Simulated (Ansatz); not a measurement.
Mulliken charges of C2H6InN, SMILES `N/C=[CH]\[InH2]` from ωB97M-V/def2-TZVPP in Ansatz (PBE0-D4/def2-TZVP geometry).

| atom | x (Å) | y (Å) | z (Å) | charge (e) |
| --- | --- | --- | --- | --- |
| N1 | 1.538 | 0.591 | -0.256 | -0.236 |
| C2 | 1.020 | -0.497 | 0.386 | 0.050 |
| C3 | -0.280 | -0.796 | 0.577 | -0.463 |
| In4 | -1.904 | 0.295 | -0.198 | 0.439 |
| H5 | 2.483 | 0.540 | -0.589 | 0.127 |
| H6 | 0.915 | 1.157 | -0.810 | 0.139 |
| H7 | 1.796 | -1.137 | 0.807 | 0.102 |
| H8 | -0.469 | -1.680 | 1.176 | 0.094 |
| H9 | -3.538 | -0.118 | 0.149 | -0.105 |
| H10 | -1.559 | 1.644 | -1.241 | -0.148 |

**Question.** By hand: the dipole of these point charges (1 e Å = 4.8032 D).

**Answer.** Σ q r = (0.166, 0.058, -0.101) e Å, of length 0.203 e Å = 0.98 D.

**Question.** How does the dipole of the full density compare? (Estimate.)

**Answer.** Computed: (0.443, -0.007, -0.140) e Å, 2.23 D; the point charges give 0.44 times that, at 22° from its direction.

Point charges leave out the atoms' own dipoles, such as those of lone pairs, and Mulliken's split depends on the basis, so the two needn't agree.
